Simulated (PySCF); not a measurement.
**A computed series MH3(H2O)**

Computed with PySCF 2.14.0, PBE0, def2-SVP on the ligands, density fitting, scalar-relativistic core potentials, no spin-orbit coupling, vacuum. Each member is relaxed from one template within its symmetry. Distances are means of the shortest metal–ligand contacts, charges and spins Mulliken's; removal energies are rigid, with the ligand's formal charge and no counterpoise, so too large; for an anion taken off a cation in vacuum most of it is the attraction of opposite charges, and multiply charged cations can part far more cheaply with an electron moved from ligand to metal. lcecp potentials hold a fixed number of 4f electrons in the core, out of states, spins and gaps.

| metal | basis on the metal | point group | M–H (Å) | M–H2O (Å) | charge on M (e) | dipole (D) | removal of one H (eV) | strongest infrared band, degenerate modes summed (cm⁻¹) | unstable modes (below −25 cm⁻¹) |
| --- | --- | --- | --- | --- | --- | --- | --- | --- | --- |
| La | lcecp-1-SVP with ECP46 | C1 | 2.157 | 2.466 | 0.80 | 3.79 | 9.56 | 1342 | 0 |
| Pr | lcecp-1-SVP with ECP48 | C1 | 2.125 | 2.423 | 0.74 | 3.88 | 9.07 | 1367 | 0 |
| Sm | lcecp-1-SVP with ECP51 | C1 | 2.085 | 2.376 | 0.76 | 4.04 | 9.84 | 1395 | 0 |
| Tb | lcecp-1-SVP with ECP54 | C1 | 2.050 | 2.325 | 0.76 | 4.21 | 9.96 | 1423 | 0 |
| Lu | lcecp-1-SVP with ECP60 | C1 | 1.982 | 2.307 | 0.54 | 5.42 | 9.47 | 1419 | 0 |
| Bi | def2-SVP with ECP60 | Cs | 1.798 | 3.160 | 0.18 | 3.53 | 11.15 | 1792 | 0 |

What does the calculation give for Er, lcecp-1-SVP with ECP57?

point group: C1, M–H (Å): 2.008, M–H2O (Å): 2.342, charge on M (e): 0.55, dipole (D): 5.33, removal of one H (eV): 9.36, unstable modes (below −25 cm⁻¹): 1 (soft).
```xyz
7

Er    0.1209   -0.1416    0.1311
H     0.7969    1.6260    0.8289
H    -0.9789   -1.2954    1.3426
H     1.1669   -1.0340   -1.3289
O    -1.1787    1.2479   -1.2344
H    -0.9546    2.1734   -1.0471
H    -1.3550    1.1741   -2.1817
```

From La to Lu the M–H distance shrinks by 0.18 Å, the lanthanide contraction.

Members with unstable modes aren't minima as they stand: saddle points kept by symmetry or, where the modes are soft, flat surfaces and noise. Moved off a saddle point of the template and relaxed again: La, Pr, Sm, Tb, Er, Lu. One start shape was tried for each, so a minimum needn't be the lowest isomer.
